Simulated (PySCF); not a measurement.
[AgCl(NH3)4]+ (charge +1 and doublet state).
Cartesian coordinates in Å at the PBE0-D3(BJ)/def2-SVP level; atoms count from 1:
```
atom  x, y, z in Å
Ag1    0.0046    0.3277    0.3178
Cl2    0.0081   -0.4770    2.5870
N3     2.2260    0.5133    0.6516
H4     2.2780    0.1864    1.6210
H5     2.6189    1.4546    0.6228
H6     2.8231   -0.0923    0.0884
N7    -0.0056    1.2349   -1.7588
H8    -0.7089    0.7904   -2.3497
H9     0.8884    1.1143   -2.2358
H10   -0.2053    2.2361   -1.7640
N11   -2.1971    0.6176    0.7042
H12   -2.4896    1.5884    0.8191
H13   -2.2646    0.1715    1.6236
H14   -2.8615    0.1619    0.0790
N15   -0.0229   -2.1607   -0.2847
H16   -0.8705   -2.5896   -0.6574
H17    0.0279   -2.4511    0.6951
H18    0.7511   -2.6262   -0.7593
```

Computed with PBE0-D3(BJ)/def2-SVP geometry optimisation, gas phase, def2 core potentials past Kr (PySCF).

(1) Which atoms are bound to Ag1, and at what distances?

(2) List the angles at Ag1.

(3) Describe the arrangement about Ag1 in numbers.

(4) What are the other bond lengths?

(5) What are the rotational constants (commonest isotopes, rigid rotor)?

Results:

(1) 5 atoms: N11 2.254 Å, N3 2.254 Å, N7 2.266 Å, Cl2 2.408 Å, N15 2.560 Å. The nearest atom not counted as bound is H13, at 2.62 Å (others tie with it).

(2) 
```json
{"angle": "Cl2–Ag1–N7", "degrees": "175.9", "distance of the outer atoms (Å)": "4.67"}
{"angle": "N3–Ag1–N11", "degrees": "157.9", "distance of the outer atoms (Å)": "4.42"}
{"angle": "N7–Ag1–N15", "degrees": "100.0", "distance of the outer atoms (Å)": "3.70"}
{"angle": "N11–Ag1–N15", "degrees": "98.9", "distance of the outer atoms (Å)": "3.66"}
{"angle": "N3–Ag1–N15", "degrees": "97.2", "distance of the outer atoms (Å)": "3.62"}
{"angle": "N3–Ag1–N7", "degrees": "96.2", "distance of the outer atoms (Å)": "3.36"}
{"angle": "N7–Ag1–N11", "degrees": "95.8", "distance of the outer atoms (Å)": "3.35"}
{"angle": "Cl2–Ag1–N15", "degrees": "84.1", "distance of the outer atoms (Å)": "3.33"}
{"angle": "Cl2–Ag1–N3", "degrees": "83.5", "distance of the outer atoms (Å)": "3.11"}
{"angle": "Cl2–Ag1–N11", "degrees": "83.3", "distance of the outer atoms (Å)": "3.10"}
```

(3) τ5 = (β − α)/60° = 0.30 from the two widest angles, 175.9° and 157.9° (0 for a square pyramid, 1 for a trigonal bipyramid). The Ag–N distances aren't all alike: 2.254 to 2.560 Å.

(4) N3–H4 and 11 like bonds 1.021 Å.

(5) A = 1682, B = 1239, C = 1083 MHz: an asymmetric top.

Charge +1, doublet. ⟨S²⟩ = 0.754 (exact for a doublet: 0.75). Whether it is a minimum is left open (no frequencies).

For an open-shell metal species like this, the optimisation's SCF solution wasn't tested for stability and no frequencies at its level were run, so a lower state or another shape may exist.
